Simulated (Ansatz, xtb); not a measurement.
## BH4N3: where a starting geometry ends

The starting geometry of this gas-phase singlet was built from a drawn formula by distance geometry and a force field; its bonds are those of `[H]/N=[B-]1\N[NH2+]1`.

```xyz
8

B    -0.3621   -0.9452    0.7665
N    -1.6320   -0.6331    0.3346
N     1.1904   -0.5910    0.8390
N     0.5950   -1.7407    1.4528
H    -1.8111    0.2540   -0.2198
H     2.0574   -0.0482    0.5795
H     0.8968   -2.6060    0.9823
H     0.6551   -1.5826    2.5014
```

Task: Predict what it relaxes into with r2SCAN-D4/def2-SVP.

Result: A bond breaks, leaving `N=BNN`. Distances that change by over a tenth: B1–N3 (1.59 → 1.39 Å). Contacts that open: B1–N4 (1.42 → 2.43 Å).

The energy falls by 2.86 eV over 19 steps:

```json
{"step": "1", "E − E(last) (eV)": "2.861"}
{"step": "3", "E − E(last) (eV)": "1.091"}
{"step": "5", "E − E(last) (eV)": "0.951"}
{"step": "7", "E − E(last) (eV)": "0.695"}
{"step": "9", "E − E(last) (eV)": "0.400"}
{"step": "11", "E − E(last) (eV)": "0.043"}
{"step": "13", "E − E(last) (eV)": "0.004"}
{"step": "15", "E − E(last) (eV)": "0.002"}
{"step": "17", "E − E(last) (eV)": "0.000"}
{"step": "19", "E − E(last) (eV)": "0.000"}
```

Final geometry (Å):

```xyz
8

B    -0.4507   -0.4505    0.3890
N    -1.5088   -0.1187   -0.2170
N     0.7712   -0.8671    0.9149
N     0.8352   -2.0056    1.7372
H    -2.3648    0.4004   -0.2362
H     1.6357   -0.3742    0.6993
H     1.4304   -2.7153    1.3075
H     1.2414   -1.7617    2.6415
```

From the same start GFN2-xTB reaches the same bonding as this run.

No frequencies were run, so the end isn't proven a minimum. Run with Ansatz 0.2.0, 2.1 min on 1 thread of Intel(R) Xeon(R) Processor @ 2.50GHz (Skylake/Cascade Lake) (shared host).
